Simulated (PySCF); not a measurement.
A structure optimised at PBE0-D3(BJ)/def2-SVP, used in a PySCF frequency run:

```
C
H 1 1.1075
C 1 1.5289 2 107.58
H 3 1.1029 1 112.79 2 -57.71
H 3 1.1043 4 106.94 1 123.75
H 3 1.1084 4 106.73 5 113.23
C 1 1.5289 2 107.58 3 119.61
H 7 1.1029 1 112.79 2 57.71
H 7 1.1043 8 106.94 1 -123.75
H 7 1.1084 8 106.73 9 -113.23
Mg 1 2.1147 2 105.24 3 -120.20
O 11 1.7701 2 155.46 1 180.00
H 12 0.9508 2 167.19 1 180.00
```
Charge 0, spin multiplicity 1.

Problem. Write its SMILES, formula and point group.

Solution. C[CH](C)[Mg][OH], C₃H₈MgO, Cs

Problem. What are its rotational constants (standard atomic weights)?

Solution. 7.9933, 1.7784, 1.5305 GHz
